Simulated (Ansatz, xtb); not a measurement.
**Two isomers of C3H10OSi2**

Structure X is `C[SiH2][C@@H]([SiH3])C=O`, a singlet and structure Y is `O=CC[SiH2]C[SiH3]`, a singlet. Both are isolated molecules in the gas phase, relaxed with B3LYP-D3(BJ)/def2-SVP, each in the lowest conformer that the search found.

Quicker runs give these differences E(Y) − E(X): GFN2-xTB +2.12 kcal/mol; HF/STO-3G −0.81 kcal/mol (at GFN2-xTB geometries); r2SCAN-D4/def2-SVP +1.06 kcal/mol (at GFN2-xTB geometries).

Task: Estimate E(Y) − E(X) at the level CCSD(T)/def2-SVP + ΔMP2/def2-TZVPP.

Result: Too close to call at this level: CCSD(T)/def2-SVP + ΔMP2/def2-TZVPP gives E(Y) − E(X) = +0.83 kcal/mol.

The same difference at several levels:

| level | geometry | E(Y) − E(X) (kcal/mol) | departure from the last row (kcal/mol) | job, with rough time for the two |
| --- | --- | --- | --- | --- |
| GFN2-xTB | GFN2-xTB | +2.12 | +1.29 | optimisation, 0.31 s |
| HF/STO-3G | GFN2-xTB | −0.81 | −1.64 | single point, 0.44 s |
| r2SCAN-D4/def2-SVP | GFN2-xTB | +1.06 | +0.23 | single point, 3.3 s |
| B3LYP-D3(BJ)/def2-SVP | B3LYP-D3(BJ)/def2-SVP | +0.96 | +0.13 | optimisation, 95 s |
| HF/def2-SVP | B3LYP-D3(BJ)/def2-SVP | +0.25 | −0.58 | part of the CCSD(T) run |
| MP2/def2-SVP | B3LYP-D3(BJ)/def2-SVP | +1.64 | +0.81 | part of the CCSD(T) run |
| CCSD(T)/def2-SVP | B3LYP-D3(BJ)/def2-SVP | +1.43 | +0.60 | single point |
| CCSD(T)/def2-SVP + ΔMP2/def2-TZVPP | B3LYP-D3(BJ)/def2-SVP | +0.83 |  | single point, 44 s |

As drawn, both hold the same kinds of bond in the same numbers. Structure X has 1 methyl group, Y 0.

The largest departure from CCSD(T)/def2-SVP + ΔMP2/def2-TZVPP is that of HF/STO-3G, 1.64 kcal/mol. The last row adds to CCSD(T) the change of the MP2 difference between the two basis sets, here −0.60 kcal/mol.

With thermal terms from frequencies at re-optimised GFN2-xTB minima (ideal gas, soft modes damped towards free rotors, one conformer each, 298.15 K, 1 atm): the zero-point term adds +0.23 kcal/mol; ΔH is +0.82 and ΔG +1.19 kcal/mol.

The correlated steps freeze 14 core orbitals. Mirror images aren't counted in ΔG. Codes used: Ansatz 0.2.0, xtb 6.7.1; the last row on 2 threads of Intel(R) Xeon(R) 6975P-C (Granite Rapids) on a shared host.
